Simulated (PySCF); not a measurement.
**As³⁺ (arsenic, charge +3) across methods**

[Ar] 3d10 4s2, closed-shell 1S. Calculation: PySCF 2.14, in aug-cc-pwCVTZ-PP with ECP10MDF; a scalar-relativistic core potential. The B2PLYP total includes its PT2 part (frozen core); its orbital energies are those of the SCF part.

```tsv
method	E (hartree)	mean ε 3p (eV)	mean ε 3d (eV)	mean ε 4s (eV)	Σ⟨r²⟩ (bohr²)	⟨S²⟩
PBE0	-330.3187	-175.40	-79.569	-45.494	15.98	0.000
UHF	-329.19362	-197.84	-90.989	-48.087	16.10	0.000
wB97X-V	-330.3348	-176.50	-81.722	-47.998	16.00	0.000
PBE	-330.3628	-167.51	-75.327	-44.315	15.97	0.000
LDA	-329.8377	-167.45	-75.497	-44.799	15.96	0.000
PBEsol	-330.0244	-167.35	-75.272	-44.361	15.96	0.000
M06-L	-330.4087	-172.48	-75.878	-44.298	15.90	0.000
B2PLYP	-329.9739	-183.79	-83.841	-46.649	16.03	0.000
```

Question: Estimate the same row for r2SCAN.

Answer: E (hartree) = -330.2110; mean ε 3p (eV) = -172.14; mean ε 3d (eV) = -75.994; mean ε 4s (eV) = -44.718; Σ⟨r²⟩ (bohr²) = 15.94; ⟨S²⟩ = 0.000.

Energies and moments cover only the electrons outside the core potential.
